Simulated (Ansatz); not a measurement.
This geometry of AlClFH₄NO (9 atoms, charge 0, multiplicity 1) is a first-order saddle point.

Theory: RKS PBE0/def2-SVP (Ansatz 0.2.0).

```xyz
9
Properties=species:S:1:pos:R:3
Al -0.116 0.232 0.165
N -0.098 0.072 2.039
H -0.784 -0.526 2.496
H 0.789 -0.046 2.526
F 1.371 0.184 -0.585
Cl -1.764 -0.650 -0.816
O -0.543 1.991 0.696
H -1.359 2.465 0.500
H -0.494 1.435 1.670
```

(1) Which two structures does it join? (They come from a converged band through this point; their orientation in space is the band's.)

(2) How far does it lie above each of them?

Results:

(1) Bonds broken: O7–H9. Bonds formed: N2–H9.

Image 0:

```xyz
9
Properties=species:S:1:pos:R:3
Al -0.084 0.170 0.282
N -0.047 -0.060 2.086
H -0.725 -0.673 2.532
H 0.846 -0.195 2.556
F 1.361 0.207 -0.549
Cl -1.802 -0.520 -0.752
O -0.546 2.044 0.624
H -1.407 2.364 0.324
H -0.593 1.821 1.589
```

Image 10:

```xyz
9
Properties=species:S:1:pos:R:3
Al -0.306 0.547 0.146
N -0.107 0.124 2.089
H -0.731 -0.626 2.387
H 0.853 -0.144 2.310
F 1.257 0.251 -0.385
Cl -1.725 -0.895 -0.518
O -0.813 2.168 0.376
H -1.086 2.761 -0.323
H -0.339 0.973 2.609
```

(2) 0.062 eV above the first and 1.010 eV above the second. This is the barrier of this one path; another mechanism may lie lower. The orbitals stay closed-shell, which can raise the energy where a bond breaks towards radicals; this wasn't checked here.

The run took 5.2 min on 2 threads of Arm Neoverse V1, with other jobs on the host, peak memory 0.21 GiB.
